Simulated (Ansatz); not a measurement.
Relaxation of Na21 (charge 0, doublet) with UKS PBE/def2-SVP in Ansatz.

Positions (Å) and forces (eV/Å) at steps 14, 15, 16, 19, 21, 22, 25, 26, 28, 31, 33 of 33:

```xyz
21
step=14 energy=-92647.2175 eV
Na    3.247    1.912   -1.841    0.001    0.007   -0.007
Na   -3.691    2.879   -1.680    0.020   -0.008   -0.006
Na   -3.753   -3.374   -2.426    0.017   -0.001   -0.003
Na    1.193    1.946    0.955   -0.020   -0.041   -0.018
Na    4.440   -0.584    0.371   -0.010   -0.007   -0.020
Na    4.773    2.261    2.127   -0.033   -0.008   -0.023
Na   -3.320    1.069    1.300   -0.015    0.009    0.017
Na    1.466   -1.158   -1.251    0.004    0.013   -0.002
Na    2.408   -3.066    1.699   -0.014    0.004   -0.004
Na   -0.869   -3.787   -0.388    0.005   -0.008    0.002
Na   -1.731    4.213    1.026    0.010   -0.004   -0.006
Na    2.371   -0.021    3.557   -0.014   -0.005    0.017
Na   -3.756   -2.436    1.101    0.010    0.009   -0.002
Na   -0.593   -1.140    1.944   -0.006    0.008   -0.012
Na   -5.432   -0.336   -1.463    0.009    0.005   -0.009
Na    5.795   -0.809    3.645   -0.004    0.006   -0.006
Na    0.897    0.538   -4.312   -0.010    0.008    0.004
Na   -0.193    3.124   -2.141    0.016    0.017   -0.010
Na   -0.339   -2.895   -3.844    0.008    0.012    0.000
Na   -1.978   -0.227   -2.153    0.029   -0.016    0.086
Na   -0.934    1.890    3.773   -0.001    0.000    0.002
21
step=15 energy=-92647.2522 eV
Na    3.248    1.920   -1.855    0.004    0.011   -0.011
Na   -3.645    2.863   -1.693    0.021   -0.008   -0.004
Na   -3.712   -3.370   -2.432    0.014    0.007   -0.003
Na    1.148    1.862    0.913   -0.021   -0.028   -0.016
Na    4.422   -0.601    0.331    0.011   -0.010    0.002
Na    4.694    2.247    2.074   -0.035   -0.008   -0.019
Na   -3.362    1.091    1.346   -0.018    0.013    0.020
Na    1.491   -1.148   -1.264   -0.003   -0.015   -0.011
Na    2.375   -3.060    1.694   -0.011    0.004    0.000
Na   -0.854   -3.809   -0.383    0.014   -0.007    0.001
Na   -1.708    4.204    1.011    0.009   -0.006   -0.004
Na    2.338   -0.031    3.586   -0.005   -0.005    0.009
Na   -3.735   -2.420    1.097   -0.001    0.003   -0.003
Na   -0.611   -1.130    1.925   -0.004    0.002   -0.003
Na   -5.411   -0.322   -1.481    0.011    0.002   -0.010
Na    5.783   -0.790    3.629   -0.009    0.011   -0.011
Na    0.868    0.557   -4.301   -0.014    0.008    0.001
Na   -0.157    3.165   -2.162    0.011    0.020   -0.007
Na   -0.325   -2.867   -3.843    0.004    0.012    0.003
Na   -1.914   -0.253   -1.969    0.020   -0.006    0.067
Na   -0.934    1.890    3.777    0.001    0.001    0.000
21
step=16 energy=-92647.2840 eV
Na    3.256    1.936   -1.886   -0.007   -0.014    0.005
Na   -3.584    2.843   -1.704    0.016   -0.008   -0.005
Na   -3.666   -3.348   -2.439    0.015    0.007    0.002
Na    1.087    1.775    0.859   -0.007   -0.021   -0.023
Na    4.451   -0.632    0.325   -0.012   -0.007   -0.024
Na    4.588    2.231    2.019   -0.039    0.008   -0.020
Na   -3.420    1.125    1.407   -0.017    0.001    0.018
Na    1.501   -1.192   -1.293    0.046    0.000    0.001
Na    2.349   -3.052    1.698   -0.005    0.003    0.001
Na   -0.817   -3.833   -0.379   -0.001   -0.012    0.007
Na   -1.682    4.189    1.000    0.009   -0.003   -0.002
Na    2.316   -0.045    3.607   -0.012   -0.002    0.004
Na   -3.737   -2.414    1.090    0.006    0.001   -0.002
Na   -0.628   -1.130    1.920   -0.015   -0.009    0.012
Na   -5.377   -0.311   -1.510    0.010    0.007   -0.008
Na    5.764   -0.755    3.607    0.002    0.004    0.004
Na    0.820    0.585   -4.294   -0.017    0.011    0.009
Na   -0.122    3.230   -2.185    0.017    0.022   -0.008
Na   -0.318   -2.833   -3.839   -0.003    0.008   -0.006
Na   -1.852   -0.265   -1.782    0.008    0.004    0.038
Na   -0.929    1.895    3.778    0.006    0.000   -0.001
21
step=19 energy=-92647.3827 eV
Na    3.220    1.840   -1.985   -0.007   -0.015   -0.010
Na   -3.265    2.770   -1.753    0.036   -0.004   -0.008
Na   -3.535   -3.275   -2.408    0.001   -0.005    0.005
Na    0.854    1.479    0.623   -0.017   -0.010   -0.009
Na    4.529   -0.695    0.271    0.008    0.007   -0.002
Na    4.059    2.278    1.812   -0.038    0.012   -0.010
Na   -3.503    1.149    1.555    0.012   -0.003   -0.001
Na    1.673   -1.381   -1.381    0.002   -0.003   -0.013
Na    2.351   -3.025    1.732    0.008   -0.001    0.004
Na   -0.751   -3.887   -0.326   -0.001    0.005    0.001
Na   -1.572    4.159    1.005    0.008    0.007    0.007
Na    2.225   -0.079    3.625   -0.008   -0.002   -0.001
Na   -3.790   -2.443    1.099   -0.005   -0.001    0.002
Na   -0.733   -1.278    2.112   -0.009   -0.004    0.016
Na   -5.220   -0.238   -1.579    0.008    0.004    0.004
Na    5.673   -0.622    3.563   -0.006    0.001   -0.001
Na    0.572    0.748   -4.180   -0.020    0.013    0.017
Na    0.104    3.610   -2.227    0.025    0.025    0.008
Na   -0.334   -2.734   -3.871   -0.001    0.010   -0.002
Na   -1.696   -0.294   -1.433    0.000   -0.037   -0.005
Na   -0.861    1.917    3.745    0.005    0.000   -0.003
21
step=21 energy=-92647.4698 eV
Na    3.189    1.752   -2.077   -0.001   -0.014   -0.017
Na   -2.918    2.691   -1.805    0.060   -0.016   -0.001
Na   -3.526   -3.320   -2.373   -0.009   -0.015   -0.002
Na    0.677    1.338    0.493   -0.025    0.005   -0.017
Na    4.571   -0.669    0.247   -0.006    0.012   -0.007
Na    3.688    2.348    1.708   -0.042    0.018   -0.013
Na   -3.435    1.149    1.564    0.014    0.005   -0.008
Na    1.735   -1.468   -1.442    0.007    0.003   -0.011
Na    2.393   -2.997    1.736    0.007    0.002   -0.003
Na   -0.722   -3.883   -0.299    0.009    0.005    0.004
Na   -1.489    4.204    1.050    0.011    0.005    0.004
Na    2.161   -0.098    3.628   -0.010   -0.001    0.002
Na   -3.845   -2.470    1.123   -0.003    0.007    0.000
Na   -0.794   -1.367    2.248   -0.004   -0.001    0.011
Na   -5.122   -0.203   -1.580    0.010    0.004    0.005
Na    5.582   -0.563    3.532   -0.012   -0.004   -0.001
Na    0.366    0.887   -4.059   -0.021    0.018    0.026
Na    0.335    3.887   -2.168    0.033    0.015    0.023
Na   -0.356   -2.683   -3.916   -0.003    0.012   -0.006
Na   -1.672   -0.473   -1.347   -0.019   -0.062    0.008
Na   -0.816    1.940    3.736    0.003    0.001    0.004
21
step=22 energy=-92647.5211 eV
Na    3.180    1.710   -2.130    0.002   -0.011   -0.021
Na   -2.729    2.639   -1.816    0.057   -0.018    0.006
Na   -3.533   -3.359   -2.363   -0.013   -0.016   -0.004
Na    0.585    1.287    0.426   -0.023    0.007   -0.020
Na    4.577   -0.643    0.231   -0.013    0.016   -0.007
Na    3.505    2.391    1.652   -0.042    0.022   -0.015
Na   -3.401    1.157    1.564    0.014    0.008   -0.011
Na    1.762   -1.499   -1.478    0.008    0.003   -0.008
Na    2.412   -2.981    1.732    0.007    0.004   -0.005
Na   -0.701   -3.885   -0.286    0.014    0.000    0.007
Na   -1.442    4.228    1.072    0.016    0.004    0.004
Na    2.125   -0.102    3.628   -0.007    0.001    0.003
Na   -3.868   -2.475    1.132   -0.002    0.009   -0.002
Na   -0.820   -1.397    2.307   -0.001   -0.001    0.010
Na   -5.077   -0.190   -1.580    0.009    0.002    0.003
Na    5.531   -0.543    3.517   -0.015   -0.006   -0.001
Na    0.275    0.951   -3.986   -0.015    0.015    0.026
Na    0.462    4.003   -2.120    0.031    0.004    0.028
Na   -0.370   -2.652   -3.940   -0.005    0.012   -0.008
Na   -1.676   -0.591   -1.300   -0.023   -0.056    0.008
Na   -0.798    1.951    3.737    0.002    0.001    0.007
21
step=25 energy=-92647.6132 eV
Na    3.244    1.604   -2.361    0.000   -0.009   -0.012
Na   -2.374    2.569   -1.736   -0.013   -0.001    0.003
Na   -3.593   -3.473   -2.353   -0.011   -0.009    0.000
Na    0.441    1.173    0.280   -0.010   -0.054   -0.015
Na    4.445   -0.432    0.248   -0.024    0.022    0.013
Na    3.017    2.647    1.488   -0.005    0.031    0.001
Na   -3.314    1.210    1.523    0.004   -0.001   -0.004
Na    1.810   -1.581   -1.582    0.008    0.002    0.001
Na    2.476   -2.935    1.725    0.004    0.003   -0.001
Na   -0.602   -3.928   -0.237    0.003    0.000    0.005
Na   -1.233    4.246    1.167    0.008    0.003    0.008
Na    2.060   -0.049    3.597    0.012    0.009   -0.010
Na   -3.893   -2.447    1.128    0.003    0.001    0.003
Na   -0.829   -1.458    2.408   -0.005   -0.001   -0.005
Na   -4.999   -0.171   -1.614   -0.005    0.007   -0.010
Na    5.389   -0.602    3.500    0.006   -0.020    0.007
Na    0.173    1.039   -3.828    0.000   -0.003    0.003
Na    0.775    4.082   -1.905    0.013   -0.005    0.001
Na   -0.465   -2.576   -3.997   -0.007    0.000   -0.005
Na   -1.738   -0.855   -1.235    0.028    0.030    0.012
Na   -0.790    1.937    3.784   -0.008   -0.006    0.005
21
step=26 energy=-92647.6344 eV
Na    3.257    1.558   -2.439    0.004   -0.006   -0.008
Na   -2.353    2.580   -1.713   -0.013    0.011    0.002
Na   -3.616   -3.487   -2.339    0.007    0.011    0.007
Na    0.433    1.063    0.248    0.054    0.019    0.027
Na    4.352   -0.317    0.309   -0.020    0.024    0.019
Na    2.890    2.794    1.453   -0.029    0.014   -0.008
Na   -3.299    1.216    1.508   -0.005    0.002   -0.001
Na    1.845   -1.617   -1.614    0.014   -0.017   -0.015
Na    2.494   -2.920    1.723    0.000   -0.003   -0.002
Na   -0.573   -3.921   -0.219   -0.001    0.003   -0.004
Na   -1.163    4.223    1.197    0.002   -0.005    0.000
Na    2.085   -0.008    3.558    0.006    0.015   -0.012
Na   -3.887   -2.429    1.127    0.000    0.003   -0.003
Na   -0.829   -1.480    2.424    0.006   -0.002    0.014
Na   -4.987   -0.152   -1.652    0.005    0.002   -0.005
Na    5.393   -0.688    3.525    0.009   -0.031    0.005
Na    0.150    1.046   -3.807   -0.001   -0.004   -0.005
Na    0.839    4.051   -1.867   -0.003   -0.006   -0.005
Na   -0.504   -2.563   -4.008   -0.004    0.000    0.008
Na   -1.715   -0.850   -1.218   -0.025   -0.019   -0.019
Na   -0.809    1.903    3.803   -0.006   -0.010    0.004
21
step=28 energy=-92647.6778 eV
Na    3.276    1.497   -2.541   -0.004    0.001    0.002
Na   -2.349    2.599   -1.688   -0.015   -0.004   -0.004
Na   -3.630   -3.460   -2.305    0.002    0.006    0.003
Na    0.525    0.965    0.247    0.016    0.001    0.005
Na    4.190   -0.101    0.458    0.007    0.012    0.006
Na    2.653    3.081    1.411   -0.022    0.009   -0.003
Na   -3.302    1.223    1.486    0.000   -0.003    0.002
Na    1.964   -1.718   -1.703    0.009    0.000   -0.005
Na    2.505   -2.906    1.706    0.002    0.006    0.000
Na   -0.533   -3.883   -0.210    0.001    0.007   -0.001
Na   -1.122    4.176    1.219   -0.007    0.002    0.001
Na    2.166    0.094    3.507    0.008    0.009    0.014
Na   -3.872   -2.383    1.128    0.005    0.003    0.002
Na   -0.788   -1.499    2.490   -0.001    0.001    0.002
Na   -4.966   -0.109   -1.709   -0.002    0.007   -0.003
Na    5.421   -1.023    3.560   -0.007   -0.042   -0.010
Na    0.109    1.029   -3.789    0.003   -0.011   -0.005
Na    0.850    4.001   -1.892    0.002    0.004   -0.011
Na   -0.543   -2.573   -3.995    0.002   -0.001    0.007
Na   -1.712   -0.845   -1.219   -0.002   -0.005   -0.002
Na   -0.845    1.836    3.839    0.001   -0.002   -0.001
21
step=31 energy=-92647.7100 eV
Na    3.268    1.561   -2.509    0.003    0.004    0.007
Na   -2.399    2.537   -1.751    0.005   -0.003   -0.004
Na   -3.615   -3.421   -2.257   -0.001   -0.002    0.000
Na    0.582    0.888    0.252    0.003   -0.001    0.005
Na    4.215    0.054    0.564    0.004   -0.004    0.003
Na    2.411    3.249    1.412   -0.007   -0.003    0.000
Na   -3.296    1.206    1.487    0.002    0.001    0.000
Na    2.103   -1.707   -1.760    0.006    0.003   -0.005
Na    2.460   -2.822    1.649   -0.007    0.006   -0.002
Na   -0.484   -3.796   -0.199    0.003   -0.005    0.001
Na   -1.237    4.187    1.154   -0.005    0.002   -0.008
Na    2.284    0.152    3.591   -0.001   -0.008    0.002
Na   -3.832   -2.350    1.163   -0.007   -0.002   -0.002
Na   -0.774   -1.470    2.570    0.010    0.009    0.011
Na   -5.003   -0.056   -1.706   -0.003   -0.001    0.006
Na    5.373   -1.596    3.465   -0.004   -0.004   -0.006
Na    0.139    0.960   -3.812    0.001    0.000    0.001
Na    0.786    4.000   -1.961   -0.010   -0.001    0.003
Na   -0.491   -2.627   -3.935    0.003   -0.001    0.001
Na   -1.709   -0.828   -1.216   -0.003    0.009   -0.007
Na   -0.781    1.879    3.797    0.009    0.003   -0.006
21
step=33 energy=-92647.7158 eV
Na    3.277    1.660   -2.402    0.003   -0.003    0.006
Na   -2.426    2.479   -1.832   -0.004    0.000   -0.001
Na   -3.611   -3.410   -2.242    0.001    0.001   -0.001
Na    0.593    0.799    0.258    0.020    0.009    0.013
Na    4.246    0.067    0.623   -0.003    0.002   -0.001
Na    2.304    3.257    1.428   -0.001   -0.009   -0.007
Na   -3.262    1.201    1.496   -0.002   -0.002   -0.001
Na    2.197   -1.684   -1.834    0.004    0.000   -0.003
Na    2.393   -2.758    1.594   -0.003   -0.004    0.000
Na   -0.478   -3.732   -0.198    0.000   -0.001   -0.001
Na   -1.324    4.208    1.058    0.002    0.003    0.001
Na    2.332    0.105    3.656   -0.005    0.002   -0.003
Na   -3.817   -2.345    1.180   -0.003   -0.001   -0.002
Na   -0.798   -1.440    2.664    0.004    0.003    0.007
Na   -5.071   -0.049   -1.607    0.000   -0.001    0.005
Na    5.357   -1.809    3.398    0.000    0.008    0.001
Na    0.223    0.935   -3.827    0.000   -0.005   -0.003
Na    0.708    3.995   -1.975    0.003    0.005    0.003
Na   -0.447   -2.648   -3.918   -0.002    0.003    0.001
Na   -1.721   -0.802   -1.246   -0.016   -0.007   -0.014
Na   -0.675    1.971    3.725    0.001   -0.005    0.001
```

The structure comes from a short search, and lower isomers may exist.
